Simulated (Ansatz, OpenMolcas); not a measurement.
## GeH3O (SMILES [O][GeH3]): the vertical ionisation energy from total energies

GeH3O has 5 atoms, charge 0, and is taken as a doublet. SMILES: `[O][GeH3]`. The coordinates come from a PBE0-D4/def2-TZVP relaxation.

Both states at this one shape; open shells run unrestricted unless said. 1 Eh = 27.2114 eV.

```
                              level     program  doublet GeH3O (Eh)  singlet GeH3O+ (Eh)
                       UBLYP/STO-3G      Ansatz        -2128.840934         -2128.522795
                    UBLYP/def2-TZVP  OpenMolcas        -2154.026364         -2153.586616
                    UTPSS/def2-TZVP  OpenMolcas        -2153.972000         -2153.519562
UB3LYP/6-31G* (spherical functions)  OpenMolcas        -2153.703639         -2153.244694
```

Work out the vertical ionisation energy at each level.


1. UBLYP/STO-3G: -2128.522795 − (-2128.840934) = 0.318139 Eh = 8.66 eV.
2. UBLYP/def2-TZVP: -2153.586616 − (-2154.026364) = 0.439748 Eh = 11.97 eV.
3. UTPSS/def2-TZVP: -2153.519562 − (-2153.972000) = 0.452438 Eh = 12.31 eV.
4. UB3LYP/6-31G* (spherical functions): -2153.244694 − (-2153.703639) = 0.458945 Eh = 12.49 eV.

No measured value is set beside it here; the levels span 8.66 to 12.49 eV. Minimal sets are far from the basis-set limit. All-electron rows are non-relativistic unless named.
